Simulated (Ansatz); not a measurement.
Wavefunction ladder for AlFH3OSi, SMILES `[F][Al][O][SiH3]` radical

Cartesian coordinates in Å:
```
F -2.558 -1.385 -1.608
Al -1.808 0.053 -1.297
O -0.447 0.099 -0.321
Si 0.892 0.268 0.593
H 1.663 1.460 0.152
H 0.508 0.442 2.018
H 1.750 -0.938 0.462
```

Total charge 0; spin multiplicity 2. All single points use the PBE0-D4/def2-TZVP geometry. It is one conformer, not always the lowest. Frozen core, unrestricted reference, the Gaussian-basis code of Ansatz. CBS rows extrapolate triple and quadruple zeta; past MP2 they add the triple-zeta difference.

| basis | HF (Eh) | MP2 corr. | CCSD corr. | (T) | CCSD(T) total |
| --- | --- | --- | --- | --- | --- |
| def2-SVP | -706.73420 | -0.50856 | -0.53569 | -0.00987 | -707.27976 |
| def2-TZVPP | -707.15773 | -0.66230 | -0.68430 | -0.02159 | -707.86362 |
| def2-QZVPP | -707.18400 | -0.72009 | – | – | – |
| CBS(def2) | -707.18762 | -0.76290 | -0.78490 | as TZ | -707.99411 |
